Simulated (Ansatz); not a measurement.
Energy needed to pull apart GaH$_{2}$SCl (SMILES [SH][GaH][Cl]), closed shell, into free ground-state atoms, from the structure below (displaced at random from a GFN2-xTB minimum); no zero-point or spin–orbit terms; open-shell atoms are treated unrestricted, in their ground-state multiplicity.

S1  (-0.792, -0.055, 1.609)
Ga2  (0.400, 0.260, -0.474)
Cl3  (1.269, 2.237, -0.793)
H4  (-1.115, -1.435, 1.357)
H5  (0.443, -0.897, -1.529)
(Å)

Computed with Ansatz 0.2.0 (basis: def2-TZVPP); correlated methods freeze the cores. Filled d shells of the heavier atoms are correlated. The def2 sets are not built for correlating such inner shells, so the correlated values are less sure here.

```csv
method,atomization energy (eV)
PBE-D4,13.38
BLYP-D4,12.98
r2SCAN-D4,?
PBE0-D4,13.18
wB97X-V,13.36
wB97M-V,13.27
HF,?
MP2,13.19
CCSD,12.74
CCSD(T),13.00
```

**Question.** What does HF give? (An estimate is asked for; the value comes from the calculation.)

**Answer.** By the calculation: 9.55 eV, which is about 3.46 eV less than CCSD(T)/def2-TZVPP.

**Question.** What does r2SCAN-D4 give? (Judge from chemistry; the value comes from the calculation.)

**Answer.** The calculation gives: 13.44 eV, which is about 0.43 eV more than CCSD(T)/def2-TZVPP.

In triple zeta the MP2 and coupled-cluster atomization energies are still short of their basis limit by a few kcal/mol a bond, whereas those of the functionals are nearly converged, so these differences are not deviations from converged CCSD(T).

T1 diagnostic: at most 0.013.

For scale, one of the runs: CCSD(T)/def2-TZVPP forces, 160 basis functions (an equivalent command: `ansatz run in.yaml --threads 4`). The run took 89 s on 4 CPU threads (shared host), with 1.9 GiB of host memory at its peak.
